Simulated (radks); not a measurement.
Results of a calculation; reference values are marked as such.
Task: Mean orbital radii <r> (bohr) of neutral ruthenium, [Kr] 4d7 5s1, of relativity; Dirac values are averaged over j with weights 2j + 1. Spin-unpolarised spherical Kohn-Sham, BLYP, point nucleus unless stated (finite: rms radius 4.4809 fm), a radial shooting solver on a logarithmic mesh with Libxc functionals. A level marked "c x" has the speed of light scaled by that factor and shares open shells by 2j + 1; other Dirac levels either fill j = l - 1/2 first or share by 2j + 1.

shell  non-rel.
1s      0.03463
2s       0.1509
2p       0.1291
3s       0.4150
3p       0.4084
3d       0.3837
4s        1.047
4p        1.140
4d        1.684
5s        3.535

Give the values at the level "Dirac, 2j+1 shares".

Result: 
shell  Dirac, 2j+1 shares  change of magnitude (%)
1s                0.03343                    -3.45
2s                 0.1453                    -3.69
2p                 0.1268                    -1.82
3s                 0.4026                    -3.00
3p                 0.4029                    -1.37
3d                 0.3843                    +0.15
4s                  1.018                    -2.80
4p                  1.127                    -1.11
4d                  1.710                    +1.50
5s                  3.390                    -4.10
